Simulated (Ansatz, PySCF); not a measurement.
Complex: HF (SMILES F) (first 2 atoms) with N2 (SMILES N#N); geometry from B3LYP-D3(BJ)/def2-TZVP, rigid monomers moved along the line of their centres of mass till H2···N4 is 1.83 Å.
(charge 0, multiplicity 1):
```xyz
4

F     -0.39062    -0.20738    -0.65064
H     -0.28309    -0.17249     0.27057
N      0.05581    -0.06480     3.16716
N     -0.07085    -0.10472     2.08557
```

Monomers are frozen at their geometry in the pair; levels with a basis set take the counterpoise correction. Rows marked so take none.

Frozen-core correlation. Rows in STO-3G carry no dispersion term and start afresh at each structure.

Run with Ansatz (an electronic-structure program); PySCF for STO-3G rows. Each number belongs to the level named beside it.

**Question.** What interaction energy does MP2/aug-cc-pVDZ give?

**Answer.** -1.1 kcal/mol

**Question.** Predict the interaction energy from wB97X-V/def2-TZVPPD.

**Answer.** -1.7 kcal/mol

**Question.** Give the interaction energy at the level HF/STO-3G (no counterpoise).

**Answer.** 1.5 kcal/mol
